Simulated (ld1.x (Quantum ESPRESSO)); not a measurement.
# Building the PAW potential for gold (BLYP, scalar-relativistic).

Input for ld1.x (Quantum ESPRESSO) 7.5:

```
&input
   title='Au', zed=79., rel=1, dft='BLYP', iswitch=3,
   config='[Xe] 4f14 5d10 6s0.5 6p0',
   nld=3, rlderiv=4.30, eminld=-3.0, emaxld=5.0, deld=0.02
 /
 &inputp
   pseudotype=3, lpaw=.true., tm=.true., lloc=-1, rcloc=3.55,
   nlcc=.true., new_core_ps=.true., rcore=0.80,
   which_augfun='PSQ', rmatch_augfun_nc=.true.,
   file_pseudopw='Au.UPF', file_wfcaegen='ae.wfc', file_wfcncgen='nc.wfc', file_beta='beta', file_chi='chi', file_wfcusgen='us.wfc'
 /
6
6S  1  0   0.50   0.00  1.80  2.05  0.0
6S  1  0   0.00   0.10  1.80  2.05  0.0
6P  2  1   0.00   0.00  2.85  3.95  0.0
6P  2  1   0.00   2.15  2.85  3.95  0.0
5D  3  2  10.00   0.00  1.50  1.60  0.0
5D  3  2   0.00   3.15  1.50  1.60  0.0
 &test
   configts(1)='5d10 6s0.5 6p0'
 /
```

Command:

```bash
ld1.x < Au.in > Au.out
```

Resulting log (shortened: banner, matrices, multipoles, cross overlaps and the repeated all-electron block are left out):

```
Program LD1 v.7.5
     --------------------------- All-electron run ----------------------------

     Au
     scalar relativistic calculation

     atomic number is 79.00
     dft =BLYP   lsd =0 sic =0 latt =0  beta=0.20 tr2=1.0E-14
     Exchange-correlation= BLYP
                           (   1   3   1   3   0   0   0)
     mesh =1279 r(mesh) = 100.03820 a.u. xmin = -7.00 dx = 0.01250
     1 Ry =  13.60569312 eV, c = 137.03599908

     n l     nl                  e(Ry)          e(Ha)          e(eV)
     1 0     1S 1( 2.00)     -5938.7258     -2969.3629    -80800.4807
     2 0     2S 1( 2.00)     -1048.0563      -524.0282    -14259.5330
     2 1     2P 1( 6.00)      -905.9715      -452.9857    -12326.3700
     3 0     3S 1( 2.00)      -247.5778      -123.7889     -3368.4679
     3 1     3P 1( 6.00)      -206.3780      -103.1890     -2807.9155
     4 0     4S 1( 2.00)       -53.9498       -26.9749      -734.0248
     4 1     4P 1( 6.00)       -40.4436       -20.2218      -550.2628
     3 2     3D 1(10.00)      -162.4046       -81.2023     -2209.6267
     5 0     5S 1( 2.00)        -8.2670        -4.1335      -112.4776
     5 1     5P 1( 6.00)        -4.6918        -2.3459       -63.8355
     4 2     4D 1(10.00)       -24.2421       -12.1210      -329.8303
     4 3     4F 1(14.00)        -6.2562        -3.1281       -85.1205
     5 2     5D 1(10.00)        -0.7985        -0.3992       -10.8636
     6 0     6S 1( 0.50)        -0.6934        -0.3467        -9.4338
     6 1     6P 1( 0.00)        -0.2698        -0.1349        -3.6705

     final scf error:  5.3E-15 reached in  34 iterations

     Etot =  -38025.500680 Ry,  -19012.750340 Ha, -517363.293097 eV

     Ekin =   42559.377060 Ry,   21279.688530 Ha,  579049.823789 eV
     Encl =  -94605.662082 Ry,  -47302.831041 Ha,-1287175.605987 eV
     Eh   =   14747.128206 Ry,    7373.564103 Ha,  200644.900823 eV
     Exc  =    -726.343864 Ry,    -363.171932 Ha,   -9882.411721 eV

     normalization and overlap integrals

     s(1S/1S) =  1.000000  <r> =   0.0169  <r2> =    0.0004  r(max) =   0.0104
     s(2S/2S) =  1.000000  <r> =   0.0711  <r2> =    0.0060  r(max) =   0.0604
     s(2P/2P) =  1.000000  <r> =   0.0642  <r2> =    0.0050  r(max) =   0.0501
     s(3S/3S) =  1.000000  <r> =   0.1838  <r2> =    0.0386  r(max) =   0.1704
     s(3P/3P) =  1.000000  <r> =   0.1851  <r2> =    0.0397  r(max) =   0.1683
     s(4S/4S) =  1.000000  <r> =   0.4070  <r2> =    0.1869  r(max) =   0.3841
     s(4P/4P) =  1.000000  <r> =   0.4336  <r2> =    0.2137  r(max) =   0.4038
     s(3D/3D) =  1.000000  <r> =   0.1677  <r2> =    0.0329  r(max) =   0.1378
     s(5S/5S) =  1.000000  <r> =   0.9266  <r2> =    0.9636  r(max) =   0.8441
     s(5P/5P) =  1.000000  <r> =   1.0728  <r2> =    1.3033  r(max) =   0.9565
     s(4D/4D) =  1.000000  <r> =   0.4584  <r2> =    0.2428  r(max) =   0.4088
     s(4F/4F) =  1.000000  <r> =   0.4988  <r2> =    0.3017  r(max) =   0.3746
     s(5D/5D) =  1.000000  <r> =   1.6027  <r2> =    3.0944  r(max) =   1.2129
     s(6S/6S) =  1.000000  <r> =   2.7528  <r2> =    8.6658  r(max) =   2.2946
     s(6P/6P) =  1.000000  <r> =   4.0884  <r2> =   19.4483  r(max) =   3.2562

     ------------------------ End of All-electron run ------------------------

     --------------------- Generating PAW atomic setup --------------------

      Generating local potential from pseudized AE potential:
      Matching radius rcloc =   3.5500

      Local pseudo, rcloc= 3.510 Estimated cut-off energy=     1.91 Ry

      Computing core charge for nlcc:

       r > 0.80 : true rho core
      Core charge pseudized with two Bessel functions
      Integrated core pseudo-charge :  28.52
      Wfc-us  6S rcutus= 2.025  Estimated cut-off energy=    10.28 Ry
      Wfc-us  6S rcutus= 2.025  Estimated cut-off energy=    11.23 Ry
      Wfc-us  6P rcutus= 3.977  Estimated cut-off energy=     4.89 Ry
      Wfc-us  6P rcutus= 3.977  Estimated cut-off energy=     5.28 Ry
      Wfc-us  5D rcutus= 1.617  Estimated cut-off energy=    43.86 Ry
      Wfc-us  5D rcutus= 1.617  Estimated cut-off energy=    69.40 Ry

     Required augmentation: PSQ   radius:    3.950000

     Q pseudized with Bessel functions
     Expected ecutrho=     197.3811 due to l1=  2   l2=  2

     Estimated PAW energy = -776.622480 Ryd

     ------------------- End of pseudopotential generation -------------------

     Computing logarithmic derivative in   4.31381
     Computing logarithmic derivative in   4.31381
     Computing the partial wave expansion
     R is outside the sphere for l=    0 j= 0.00
     R is outside the sphere for l=    0 j= 0.00
     R is outside the sphere for l=    1 j= 0.00
     R is outside the sphere for l=    1 j= 0.00
     R is outside the sphere for l=    2 j= 0.00
     R is outside the sphere for l=    2 j= 0.00

     ---------------------- Testing the pseudopotential ----------------------

     Au
     scalar relativistic calculation

     atomic number is 79.00   valence charge is 11.00
     dft = SLA  LYP  B88  BLYP   lsd =0 sic =0 latt =0  beta=0.20 tr2=1.0E-14
     mesh =1279 r(mesh) = 100.03820 xmin = -7.00 dx = 0.01250

     n l     nl             e AE (Ry)        e PS (Ry)    De AE-PS (Ry)
     3 2     5D   1(10.00)       -0.79846       -0.79846        0.00000
     1 0     6S   1( 0.50)       -0.69337       -0.69337        0.00000
     2 1     6P   1( 0.00)       -0.26978       -0.26978        0.00000

     eps = 3.7E-16  iter =  4

     Etot =  -38025.500680 Ry,  -19012.750340 Ha, -517363.293097 eV
     Etotps =  -776.622480 Ry,    -388.311240 Ha,  -10566.487141 eV

     Ekin =     161.264815 Ry,      80.632408 Ha,    2194.119591 eV
     Encl =    -272.450955 Ry,    -136.225477 Ha,   -3706.884083 eV
     Ehrt =      60.907523 Ry,      30.453762 Ha,     828.689070 eV
     Ecxc =    -726.343864 Ry,    -363.171932 Ha,   -9882.411719 eV
     (Ecc =     -89.088220 Ry,     -44.544110 Ha,   -1212.106976 eV)

     ---------------------- End of pseudopotential test ----------------------
```

Generation and configuration tests took about 2.1 s on one core of a shared server CPU.

Transferability test of the new file with ld1.x, input:

```
&input
   title='Au', zed=79., rel=1, dft='BLYP', iswitch=2,
   config='[Xe] 4f14 5d10 6s0.5 6p0'
 /
 &test
   file_pseudo='Au.UPF', nconf=8,
   configts(1)='5d10 6s0.5 6p0',
   configts(2)='5d10 6s1 6p0',
   configts(3)='5d10 6s0 6p0',
   configts(4)='5d9 6s0 6p0',
   configts(5)='5d10 6s0 6p1',
   configts(6)='5d9 6s2 6p0',
   configts(7)='5d9 6s1 6p1',
   configts(8)='5d8 6s0 6p0'
 /
```

```bash
ld1.x < Au.test.in > Au.test.out
```

Pseudopotential blocks of its output, shortened (energy terms left out; the distinct warnings before each block abridged to one line each):

```
     ---------------------- Testing the pseudopotential ----------------------

     n l     nl             e AE (Ry)        e PS (Ry)    De AE-PS (Ry)
     3 2     5D   1(10.00)       -0.79846       -0.79846        0.00000
     1 0     6S   1( 0.50)       -0.69337       -0.69337        0.00000
     2 1     6P   1( 0.00)       -0.26978       -0.26978        0.00000

     eps = 1.1E-15  iter =  4

     Etot =  -38025.500680 Ry,  -19012.750340 Ha, -517363.293096 eV
     Etotps =  -776.622480 Ry,    -388.311240 Ha,  -10566.487140 eV

     ---------------------- End of pseudopotential test ----------------------

          ---------------------- Testing the pseudopotential ----------------------

     n l     nl             e AE (Ry)        e PS (Ry)    De AE-PS (Ry)
     3 2     5D   1(10.00)       -0.49727       -0.49729        0.00003
     1 0     6S   1( 1.00)       -0.42453       -0.42437       -0.00016
     2 1     6P   1( 0.00)       -0.06059       -0.06058       -0.00001

     eps = 1.9E-15  iter =  9

     Etot =  -38025.779263 Ry,  -19012.889631 Ha, -517367.083410 eV
     Etotps =  -776.901139 Ry,    -388.450569 Ha,  -10570.278483 eV
     dEtot_ae =      -0.278583 Ry
     dEtot_ps =      -0.278659 Ry,   Delta E=       0.000076 Ry

     ---------------------- End of pseudopotential test ----------------------

          ---------------------- Testing the pseudopotential ----------------------

     n l     nl             e AE (Ry)        e PS (Ry)    De AE-PS (Ry)
     3 2     5D   1(10.00)       -1.12065       -1.12071        0.00005
     1 0     6S   1( 0.00)       -0.97913       -0.97933        0.00020
     2 1     6P   1( 0.00)       -0.50537       -0.50553        0.00016

     eps = 1.4E-15  iter =  8

     Etot =  -38025.083347 Ry,  -19012.541674 Ha, -517357.614996 eV
     Etotps =  -776.204944 Ry,    -388.102472 Ha,  -10560.806262 eV
     dEtot_ae =       0.417333 Ry
     dEtot_ps =       0.417537 Ry,   Delta E=      -0.000204 Ry

     ---------------------- End of pseudopotential test ----------------------

          Warning: n=3, l=2 expected 0 nodes, found 1
     ---------------------- Testing the pseudopotential ----------------------

     n l     nl             e AE (Ry)        e PS (Ry)    De AE-PS (Ry)
     3 2     5D   1( 9.00)       -2.00104       -2.00704        0.00599  !
     1 0     6S   1( 0.00)       -1.68349       -1.68490        0.00141
     2 1     6P   1( 0.00)       -1.09082       -1.09192        0.00109

     eps = 1.5E-15  iter =  7

     Etot =  -38023.531566 Ry,  -19011.765783 Ha, -517336.501941 eV
     Etotps =  -774.650388 Ry,    -387.325194 Ha,  -10539.655459 eV
     dEtot_ae =       1.969114 Ry
     dEtot_ps =       1.972092 Ry,   Delta E=      -0.002979 Ry

     ---------------------- End of pseudopotential test ----------------------

          ---------------------- Testing the pseudopotential ----------------------

     n l     nl             e AE (Ry)        e PS (Ry)    De AE-PS (Ry)
     3 2     5D   1(10.00)       -0.65001       -0.65023        0.00022
     1 0     6S   1( 0.00)       -0.53935       -0.53945        0.00010
     2 1     6P   1( 1.00)       -0.13343       -0.13349        0.00006

     eps = 1.6E-15  iter = 10

     Etot =  -38025.394435 Ry,  -19012.697218 Ha, -517361.847564 eV
     Etotps =  -776.516224 Ry,    -388.258112 Ha,  -10565.041448 eV
     dEtot_ae =       0.106245 Ry
     dEtot_ps =       0.106256 Ry,   Delta E=      -0.000012 Ry

     ---------------------- End of pseudopotential test ----------------------

          ---------------------- Testing the pseudopotential ----------------------

     n l     nl             e AE (Ry)        e PS (Ry)    De AE-PS (Ry)
     3 2     5D   1( 9.00)       -0.64636       -0.64945        0.00309
     1 0     6S   1( 2.00)       -0.48670       -0.48642       -0.00027
     2 1     6P   1( 0.00)       -0.08288       -0.08266       -0.00022

     eps = 1.5E-16  iter = 10

     Etot =  -38025.663721 Ry,  -19012.831861 Ha, -517365.511392 eV
     Etotps =  -776.784162 Ry,    -388.392081 Ha,  -10568.686936 eV
     dEtot_ae =      -0.163042 Ry
     dEtot_ps =      -0.161682 Ry,   Delta E=      -0.001360 Ry

     ---------------------- End of pseudopotential test ----------------------

          ---------------------- Testing the pseudopotential ----------------------

     n l     nl             e AE (Ry)        e PS (Ry)    De AE-PS (Ry)
     3 2     5D   1( 9.00)       -0.79465       -0.79840        0.00375
     1 0     6S   1( 1.00)       -0.59545       -0.59555        0.00010
     2 1     6P   1( 1.00)       -0.15209       -0.15205       -0.00004

     eps = 2.2E-15  iter = 12

     Etot =  -38025.240073 Ry,  -19012.620037 Ha, -517359.747363 eV
     Etotps =  -776.360325 Ry,    -388.180162 Ha,  -10562.920332 eV
     dEtot_ae =       0.260607 Ry
     dEtot_ps =       0.262156 Ry,   Delta E=      -0.001549 Ry

     ---------------------- End of pseudopotential test ----------------------

          ---------------------- Testing the pseudopotential ----------------------

     n l     nl             e AE (Ry)        e PS (Ry)    De AE-PS (Ry)
     3 2     5D   1( 8.00)       -2.97642       -2.99537        0.01895  !
     1 0     6S   1( 0.00)       -2.45897       -2.46483        0.00585  !
     2 1     6P   1( 0.00)       -1.75792       -1.76296        0.00504  !

     eps = 3.0E-15  iter =  7

     Etot =  -38021.050517 Ry,  -19010.525259 Ha, -517302.745554 eV
     Etotps =  -772.156967 Ry,    -386.078484 Ha,  -10505.730736 eV
     dEtot_ae =       4.450162 Ry
     dEtot_ps =       4.465513 Ry,   Delta E=      -0.015351 Ry

     ---------------------- End of pseudopotential test ----------------------
```
